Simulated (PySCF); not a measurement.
C5H8O, SMILES C1(=CC)COC1. Geometry: PBE-D3(BJ)/def2-SVP.

Computed equilibrium geometry at PBE-D3(BJ)/def2-SVP (PySCF confirms it by a frequency run) as a Z-matrix, and its point group:
point group Cs.
```
C
C 1 1.3406
H 2 1.1052 1 118.04
C 2 1.4997 3 117.23 1 180.00
H 4 1.1082 2 112.00 3 180.00
H 4 1.1116 5 107.81 2 -122.89
H 4 1.1116 5 107.81 6 -114.22
C 1 1.5121 2 136.81 3 0.00
H 8 1.1164 1 116.04 2 64.36
H 8 1.1164 9 108.20 1 132.44
O 8 1.4480 9 112.53 10 124.97
C 11 1.4474 8 91.77 9 118.72
H 12 1.1167 11 112.59 8 -118.74
H 12 1.1167 13 108.11 11 125.01
```
Charge 0, spin multiplicity 1.
